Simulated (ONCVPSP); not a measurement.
## Before and after: ONCV potential for carbon (C)

ONCVPSP 4.0.1 input, shortened (lines: element, Z, core and valence counts, functional; n l f; lmax; l rc ep ncon nbas qcut; lloc lpopt rc5 dvloc0; l nproj debl; icmod fcfact rcfact), PBE, scalar-relativistic:

```
  C 6.00    1    1        4      upf
    1    0    2.00
    2    0    2.00
    2
    0    1.25    0.00    4    7    5.10
    1    1.05    0.02    3    8    8.20
    2    1.00    0.10    4    9   11.30
    4    5    0.75    2.00
    0    2    1.70
    1    3    2.70
    2    2    2.00
    2    0.55    1.00
```

In the p channel the program set the typed energies aside and used 0.050, 2.750, 5.450 Ha.

Change: s: rc 0.94.

Cutoffs: the cutoffs (Ha) at which the residual kinetic energy of the hardest occupied pseudo-wave falls to 1 and 0.1 mHa per electron; they do not see the model core or the augmentation charge, which bear on the density cutoff. Errors are all-electron minus pseudo energies relative to the spin-unpolarised reference configuration.

Q: What does the change do?

A: The potential gets harder (37 Ha and 74 Ha → 43 Ha and 107 Ha); of the 3 tests that both files solve, the error grows in 1 and shrinks in 2 by more than 15 % and 0.3 meV (median size 61.8 → 52.2 meV); neither file shows a bound ghost. A smaller radius makes the pseudo-wave follow the all-electron one further in, where it bends more sharply, so more plane waves are needed.

```csv
quantity,base,changed
"cutoff, loose",37 Ha,43 Ha
"cutoff, tight",74 Ha,107 Ha
bound ghosts,none,none
GHOST(+) flags under 300 eV,none,none
tests with a reliable result,3 of 4,3 of 4
"error for 2s2 2p2, meV [ΔE -35.02 eV]",+127,+104
"error for 2s2 2p1, meV [ΔE -24.16 eV]",+62,+52
"error for 2s1, meV [ΔE 48.19 eV]",+20,+48
p: phases at 1.06 bohr within 0.05 rad from the reference energy up to (Ha; the scan ends near 5),to the end of the scan,to the end of the scan
d: phases at 1.01 bohr within 0.05 rad from the reference energy up to (Ha; the scan ends near 5),to the end of the scan,to the end of the scan
"rms error of d²Exc/dni dnj with the model core, mHa",0.80,2.51
```
